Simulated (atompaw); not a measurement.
Which change was made? (Cl, PAW (atompaw))

Cl, PAW, made with atompaw 4.2.0.5 (PBE, scalar-relativistic). Core [Ne], reference 3s1 3p6. Waves: 3s (bound): rc 1.50 bohr; 3s channel at -0.9 Ry: rc 1.50 bohr; 3p (bound): rc 1.50 bohr; 3p channel at 0.6 Ry: rc 1.45 bohr; 3d channel at 0.45 Ry: rc 1.50 bohr; 3d channel at 1.45 Ry: rc 1.50 bohr. Local part: ultrasoft scheme with l = 3 at 1 Ry, radius 1.45 bohr. Core correction: smooth core density matched at 1.30 bohr. Augmentation charge: gaussian compensation charge, radius 1.20 bohr; PAW radius 1.50 bohr; waves and projectors: custom polynom vanderbiltortho.

Cutoffs, loose and tight: the cutoffs (Ry, on a coarse ladder) from which the occupation-weighted sum of valence levels, in a spherical-Bessel basis at the reference potential, stays within 10 and 1 mRy of its value at 400 Ry. They see the waves, projectors and local potential, not the compensation charge or the core.

The base gives: outcome: generated, no UPF (negative core plus compensation charge); cutoff, loose: 18 Ry; cutoff, tight: 35 Ry; bound ghosts: none.

Question: After one change the result is: outcome: generated, no UPF (negative core plus compensation charge); cutoff, loose: 15 Ry; cutoff, tight: 21 Ry; bound ghosts: none. Which change was it?
A. all radii scaled by about 0.77 (s 1.16, p 1.16, d 1.16 bohr); local potential ultrasoft scheme with l = 3 at 1 Ry, radius 1.12 bohr; augmentation gaussian compensation charge, radius 0.92 bohr; PAW radius 1.16 bohr; waves and projectors: custom polynom vanderbiltortho; core correction smooth core density matched at 1.00 bohr
B. all radii scaled by about 1.25 (s 1.88, p 1.88, d 1.88 bohr); local potential ultrasoft scheme with l = 3 at 1 Ry, radius 1.82 bohr; augmentation gaussian compensation charge, radius 1.50 bohr; PAW radius 1.88 bohr; waves and projectors: custom polynom vanderbiltortho; core correction smooth core density matched at 1.62 bohr
C. all radii scaled by about 0.93 (s 1.40, p 1.40, d 1.40 bohr); local potential ultrasoft scheme with l = 3 at 1 Ry, radius 1.34 bohr; augmentation gaussian compensation charge, radius 1.12 bohr; PAW radius 1.40 bohr; waves and projectors: custom polynom vanderbiltortho; core correction smooth core density matched at 1.20 bohr

Answer: B. The others give: all radii scaled by about 0.93 (s 1.40, p 1.40, d 1.40 bohr); local potential ultrasoft scheme with l = 3 at 1 Ry, radius 1.34 bohr; augmentation gaussian compensation charge, radius 1.12 bohr; PAW radius 1.40 bohr; waves and projectors: custom polynom vanderbiltortho; core correction smooth core density matched at 1.20 bohr → outcome: generated, no UPF (negative core plus compensation charge); cutoff, loose: 25 Ry; cutoff, tight: 40 Ry; bound ghosts: none | all radii scaled by about 0.77 (s 1.16, p 1.16, d 1.16 bohr); local potential ultrasoft scheme with l = 3 at 1 Ry, radius 1.12 bohr; augmentation gaussian compensation charge, radius 0.92 bohr; PAW radius 1.16 bohr; waves and projectors: custom polynom vanderbiltortho; core correction smooth core density matched at 1.00 bohr → outcome: generated; cutoff, loose: 45 Ry; cutoff, tight: 80 Ry; bound ghosts: s.
